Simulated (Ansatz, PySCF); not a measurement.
System: C$_{5}$H$_{7}$, charge 0, multiplicity 2. It need not be the lowest isomer of its formula. 
Structure (B3LYP-D3(BJ)/def2-TZVP (Ansatz, a first-principles code) minimum search):
SMILES: C(=C/[CH2])/C=C
```xyz
12

C      2.3239    -0.1307     0.2863
C      0.9850    -0.3228     0.2193
C      0.0643     0.6510    -0.2320
C     -1.3367     0.4958    -0.3188
C     -2.0681    -0.6043     0.0094
H      2.9902    -0.9057     0.6386
H      2.7720     0.8095    -0.0124
H      0.5919    -1.2849     0.5316
H      0.4759     1.6062    -0.5399
H     -1.8814     1.3582    -0.6908
H     -3.1433    -0.6064    -0.1002
H     -1.6153    -1.5109     0.3881
```
Charge 0, spin multiplicity 2.

Total electronic energies in hartree. Cores are frozen in the correlated levels unless marked. UHF or UKS for open shells. No spin-orbit coupling. No relativistic terms. CBS(X,Y): correlation extrapolated as X^-3; Hartree-Fock from the larger set. [CCSD(T)-MP2]/basis is that difference in the basis named.

The UHF reference is spin-contaminated (<S^2> 0.42 over the pure value in the largest basis). 

```json
[
 {"level": "HF/6-31G", "program": "Ansatz", "energy (Eh)": "-193.30019"},
 {"level": "SVWN5/def2-TZVPD", "program": "Ansatz", "energy (Eh)": "-192.90332"},
 {"level": "PBE/def2-TZVPD", "program": "Ansatz", "energy (Eh)": "-194.46984"},
 {"level": "r2SCAN-D3(BJ)/def2-TZVPD", "program": "Ansatz + dftd3", "energy (Eh)": "-194.62267"},
 {"level": "r2SCAN-D4/def2-TZVPD", "program": "Ansatz + dftd4", "energy (Eh)": "-194.62229"},
 {"level": "r2SCAN0-D4/def2-TZVPD", "program": "Ansatz + dftd4", "energy (Eh)": "-194.60342"},
 {"level": "CAM-B3LYP/def2-TZVPD", "program": "PySCF", "energy (Eh)": "-194.62287"},
 {"level": "LC-wPBE-D3(BJ)/def2-TZVPD", "program": "Ansatz + dftd3", "energy (Eh)": "-194.60236"},
 {"level": "B2PLYP-D4/def2-TZVPD", "program": "Ansatz + dftd4", "energy (Eh)": "-194.55383"},
 {"level": "B2PLYP/def2-TZVPD", "program": "Ansatz", "energy (Eh)": "-194.54820"},
 {"level": "MP2/STO-3G", "program": "Ansatz", "energy (Eh)": "-191.23414"},
 {"level": "MP2/6-31G*", "program": "Ansatz", "energy (Eh)": "-193.94248"},
 {"level": "CCSD/cc-pVTZ", "program": "Ansatz", "energy (Eh)": "-194.25596"},
 {"level": "CCSD(T)/6-31G*", "program": "Ansatz", "energy (Eh)": "-194.03873"},
 {"level": "RI-MP2/CBS(cc-pVTZ,cc-pVQZ)+[CCSD(T)-MP2]/cc-pVTZ", "program": "Ansatz", "energy (Eh)": "-194.3911"}
]
```

Totals of different functionals don't rank their quality; only differences between species are comparable.
